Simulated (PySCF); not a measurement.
Electron correlation in S²⁺ (sulfur, charge +2)

[Ne] 3s1 3p3, 3s spin antiparallel (an excited configuration). Computed with PySCF 2.14 in aug-cc-pwCVDZ, with no relativity, point nucleus. Frozen: [Ne]; 4 electrons correlated.

MP2 pair energies summed by pair of shells (mhartree):

| pair | energy | share (%) |
| --- | --- | --- |
| 3s-3p | -109.25 | 85.2 |
| 3p-3p | -19.01 | 14.8 |

Total MP2 correlation energy: -128.26 mhartree.

Same-spin part -19.01 and opposite-spin part -109.25 mhartree; SCS-MP2 scales them by 1/3 and 6/5 to -137.43 mhartree.
